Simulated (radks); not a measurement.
Results of a calculation; reference values are marked as such.
Ionisation of Bi, [Hg] 6p3, to Bi+, [Hg] 6p2, under several functionals. Dirac Kohn-Sham, spin-unpolarised, spherical densities, point nucleus; open shells fill j = l - 1/2 first; a radial shooting solver on a logarithmic mesh with Libxc functionals.

functional         E(Bi) (hartree)  Exc (hartree)  IE (eV)  -e(HOMO) (eV)  <r> HOMO (bohr)  IE error (eV)
SOGGA                  -21575.1418      -392.2089    6.835          3.627            3.246         -0.451
BLYP                   -21582.6388      -399.7617    6.849          3.614            3.288         -0.437
BP86                   -21583.9275      -401.0727    7.069          3.852            3.240         -0.217
PW91                   -21583.4832      -400.6291    6.976          3.756            3.262         -0.310
RPBE                   -21582.1175      -399.2463    6.844          3.647            3.282         -0.441
exchange-only LDA      -21561.2769      -378.2082    6.105          2.938            3.344         -1.180
exchange-only B88      -21578.1237      -395.2066    6.177          3.016            3.362         -1.108
revPBE                 -21581.9520      -399.0804    6.844          3.644            3.267         -0.442

NIST Atomic Spectra Database: 7.286 eV (measured). Closest: BP86. The Delta-SCF values span 0.96 eV, the total energies 22.65 hartree. The highest occupied level is 6p3/2. Spin polarisation and multiplet splitting are left out, so open shells lie too high by an amount that depends on their filling.

Beside tabulated values, note that spin-unpolarised runs miss the spin-polarisation part of the exchange energy of open shells.
